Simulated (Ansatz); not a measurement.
`C=C[SiH2]S` + H₂ → `[SiH3]S` + `C=C` at 500 K and 1 bar (hydrogenolysis of the Si–C bond).

Isolated molecules relaxed with PBE0-D4/def2-TZVP in Ansatz; ΔE leaves out vibrations. CBS: MP2 limit from def2 TZ/QZ plus the TZ coupled-cluster correction, frozen cores. This one scheme is used for every species. One conformer a species, not always the lowest.

```json
{"species": "`C=C[SiH2]S`", "CCSD(T)/CBS energy (Eh)": "-766.57455", "H − E (kJ/mol)": "224.9", "S (J/(mol·K))": "390.5"}
{"species": "H₂", "CCSD(T)/CBS energy (Eh)": "-1.17544", "H − E (kJ/mol)": "41.0", "S (J/(mol·K))": "145.5"}
{"species": "`[SiH3]S`", "CCSD(T)/CBS energy (Eh)": "-689.27336", "H − E (kJ/mol)": "117.6", "S (J/(mol·K))": "310.5"}
{"species": "`C=C`", "CCSD(T)/CBS energy (Eh)": "-78.48111", "H − E (kJ/mol)": "155.1", "S (J/(mol·K))": "245.3"}
```

H − E and S are ideal-gas, rigid-rotor, harmonic terms from PBE0-D4/def2-TZVP, for one conformer and one mirror image of each species. The MP2-based limit puts H₂ 0.8 mEh under its directly extrapolated value; such offsets cancel only in part. 1 Eh = 2625.50 kJ/mol, R = 8.31446 J/(mol·K).

Task: By hand: ΔE, ΔH, ΔS and ΔG.

Result: ΔE = (-689.27336) + (-78.48111) − (-766.57455) − (-1.17544) = -0.00448 Eh = -11.8 kJ/mol. Δ(H − E) = 117.6 + 155.1 − 224.9 − 41.0 = 6.8, so ΔH = -5.0 kJ/mol. ΔS = 310.5 + 245.3 − 390.5 − 145.5 = 19.8 J/(mol·K). ΔG = -5.0 − 500 × (19.8)/1000 = -14.9 kJ/mol.

Task: By hand: the equilibrium constant, and the temperature at which ΔG would vanish if ΔH and ΔS stayed fixed.

Result: log₁₀ K = −ΔG/(RT ln 10) = 1.6. ΔH and −TΔS have one sign here, so there is no such temperature.

TΔS isn't small against ΔH here. A doubt of 5 kJ/mol in ΔE shifts log₁₀ K by 0.5 here. Other conformers and mirror images would add mixing entropy, several J/(mol·K) or more a flexible species. These are equilibria of isolated gas molecules and say nothing of rates. Largest T1 diagnostic: 0.011 (customary marks: 0.02 for closed shells, 0.045 for open ones).
